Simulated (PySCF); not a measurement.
Isomers of C4H12GeO, from PBE0-D3(BJ)/def2-SVP geometry optimisation, gas phase in PySCF. One conformer each, no zero-point energy, no frequencies.

**Question.** Which is lower in electronic energy at this level?
A. Ge(OMe)Me3 (`C[O][Ge]([CH3])([CH3])[CH3]`): A = 2834, B = 1870, C = 1868 MHz, dipole 1.58 D
B. `[CH3:1][CH2:2][C@@H:3]([CH3:4])[O:5][GeH3:6]` with C1–C2–C3–C4 178°, C2–C3–O5–Ge6 157°: A = 3793, B = 1163, C = 940.3 MHz, dipole 1.06 D

**Answer.** A. That is Ge(OMe)Me3 (`[CH3][Ge]([O]C)([CH3])[CH3]`), 14.3 kcal/mol below the other.

| SMILES | mapped SMILES | E (Eh) | relative (kcal/mol) | relative (kJ/mol) | dipole (D) |
| --- | --- | --- | --- | --- | --- |
| C[O][Ge]([CH3])([CH3])[CH3] | – | -2310.94537 | 0.0 | 0.0 | 1.58 |
| CC[C@@H](C)[O][GeH3] | [CH3:1][CH2:2][C@@H:3]([CH3:4])[O:5][GeH3:6] | -2310.92252 | 14.3 | 60.0 | 1.06 |
